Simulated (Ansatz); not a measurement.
Relaxation of H₈NPSi₂ (12 atoms, charge 0, multiplicity 1), to a largest force component of 0.015 eV/Å in at most 40 steps.

These are results of Ansatz 0.2.0, RKS r2SCAN/6-31G*, not measurements.

```xyz
12
Properties=species:S:1:pos:R:3
Si -0.556 1.904 0.021
N -0.856 0.277 -0.089
Si 0.581 -0.529 0.105
P 0.156 -2.661 0.073
H -0.105 2.277 1.345
H 0.333 2.411 -1.049
H -1.897 2.590 -0.174
H -1.461 0.010 0.630
H 1.191 -0.196 1.488
H 1.545 -0.231 -0.969
H 0.532 -3.030 1.302
H -1.226 -2.556 0.325
```

Q: Where does it end, and by what steps?

A: The run converged. After 34 steps the energy has fallen by 1.068 eV; H8 moved furthest, 1.89 Å. Parted: Si1–Si3.

```
step  energy less start (eV)  largest force component (eV/Å)  accepted
   0                  0.0000                           3.667       yes
   2                 -0.8352                           0.551       yes
   4                 -0.9423                           0.222       yes
   6                 -0.9530                           0.397        no
   8                 -0.9615                           0.027       yes
  10                 -0.9742                           0.104       yes
  12                 -0.9872                           0.540       yes
  14                 -1.0393                           0.313       yes
  16                 -1.0456                           0.161       yes
  18                 -1.0523                           0.032       yes
  20                 -1.0543                           0.248       yes
  22                 -1.0583                           0.032       yes
  24                 -1.0550                           0.254        no
  26                 -1.0647                           0.132       yes
  28                 -1.0667                           0.111       yes
  30                 -1.0679                           0.067       yes
  32                 -1.0681                           0.018       yes
  34                 -1.0681                           0.005       yes
```

```xyz
12
Properties=species:S:1:pos:R:3
Si -0.874 1.772 -0.029
N -0.015 0.655 0.995
Si 0.987 -0.677 0.490
P -0.017 -2.594 -0.189
H -0.879 3.131 0.580
H -0.165 1.794 -1.336
H -2.298 1.394 -0.278
H -0.291 0.640 1.973
H 1.857 -1.053 1.639
H 1.810 -0.220 -0.662
H -0.947 -2.634 0.892
H -0.932 -1.941 -1.067
```

Whether the end is a true minimum wasn't checked by a vibrational analysis.

The run took 2.1 min on 2 threads of Intel(R) Xeon(R) Platinum 8175M CPU @ 2.50GHz (Skylake/Cascade Lake) (shared host), peak memory 0.18 GiB.
